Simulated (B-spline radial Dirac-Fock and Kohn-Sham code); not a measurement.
## EELS cross sections of the I N4 (4d3/2) edge

System: the free iodine atom, configuration [Kr] 4d10 5s2 5p5. Level of theory: the first Born approximation with generalised oscillator strengths from a Dirac-Hartree-Slater potential (longitudinal and transverse terms; continuum final states only, so no white lines or fine structure); an atomic code on a B-spline grid. The edge is taken at 59.32 eV (orbital energy of the model).

Partial cross sections σ(β, Δ) in barn, integrated over a window Δ above the edge and up to the collection semi-angle β, for parallel illumination:

| E₀ (kV) | β (mrad) | Δ = 25 eV | Δ = 50 eV | Δ = 100 eV | Δ = 200 eV | Δ = 300 eV |
| --- | --- | --- | --- | --- | --- | --- |
| 60 | 5 | 216000 | 266000 | 272000 | 275000 | 277000 |
| 60 | 10 | 283000 | 352000 | 362000 | 368000 | 372000 |
| 60 | 20 | 337000 | 425000 | 443000 | 453000 | 458000 |
| 60 | 50 | 361000 | 465000 | 494000 | 516000 | 527000 |
| 80 | 10 | 245000 | 305000 | 315000 | 320000 | 323000 |
| 80 | 100 | 297000 | 382000 | 407000 | 427000 | 438000 |
| 100 | 50 | 256000 | 329000 | 349000 | 366000 | 375000 |
| 100 | 100 | 256000 | 330000 | 350000 | 367000 | 377000 |
| 120 | 50 | 228000 | 294000 | 312000 | 326000 | 334000 |
| 120 | 100 | ? | ? | ? | ? | ? |
| 200 | 10 | 161000 | 203000 | 210000 | 215000 | 218000 |
| 200 | 20 | 171000 | 219000 | 230000 | 239000 | 243000 |
| 300 | 10 | 139000 | 177000 | 184000 | 189000 | 192000 |
| 300 | 100 | 144000 | 185000 | 196000 | 205000 | 211000 |

**Question.** Give the row for 120 kV and 100 mrad.

**Answer.** 228000 b for 25 eV, 294000 b for 50 eV, 312000 b for 100 eV, 327000 b for 200 eV, 336000 b for 300 eV.

Values without a named source are computed, but for edge energies of neutral atoms, which are taken from tables.
